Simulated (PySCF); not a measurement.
Cl2Zn, charge +1, doublet, at a GFN2-xTB geometry (such geometries of metal compounds can be far from the true shape) (a state made from the parent by changing its charge; the spin is typed, not shown lowest).

Here is a job for PySCF.
```python
from pyscf import gto, scf, dft

mol = gto.Mole()
mol.atom = '''
    Zn    0.000000    0.000000    0.000000
    Cl   -0.000000   -0.000000   -2.224714
    Cl    0.000000    0.000000    2.224714
'''
mol.basis = '6-31g'
mol.charge = 1
mol.spin = 1
mol.verbose = 4
mol.build()

mf = dft.UKS(mol)
mf.xc = 'pbe0'
mf.kernel()
mf.analyze()
```

Q: What is the computed <S^2> (PySCF with PBE0/6-31G)?

A: 0.756

Q: Predict the HOMO energy from PBE0/6-31G.

A: -14.68 eV

Q: What number of basis functions does PBE0/6-31G give?

A: 53

Q: What is the computed nuclear repulsion energy (PBE0/6-31G)?

A: 276.9915 Eh

Q: Give the total energy at the level PBE0/6-31G.

A: -2698.5366 Eh

These values belong to the state on which the SCF converged, which isn't shown to be the lowest.
